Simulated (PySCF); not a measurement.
F3H2NbO2, SMILES [OH][Nb]([OH])([F])([F])[F], multiplicity 1.

Coordinates come from a r2SCAN-D4/def2-SVP optimisation. The geometry has at least one imaginary mode, so it is a saddle point at that level. The multiplicity is an assumed one; no other spin state was optimised. The structure was generated by enumeration; whether it is a known compound was not checked. The def2 effective core potentials stand for the cores of Nb; spin–orbit coupling is left out. One conformer was computed; it need not be the lowest.

Level of theory: HF/def2-TZVP (PySCF).

The molecule is in vacuum.

Computed frontier levels, gap, dipole moment and polarisability:
The highest occupied level is -14.30 eV, the lowest empty level comes out as 1.67 eV and the orbital gap is 15.97 eV. The dipole moment comes out as 0.00 D and the quadrupole, principal values (traceless, Buckingham form, about the centre of nuclear charge) is -9.60, -9.60, 19.19 D·Å. The mean static polarisability is 39.5 bohr³ (5.85 Å³) and the polarisability, principal values is 33.3, 33.3, 51.8 bohr³.
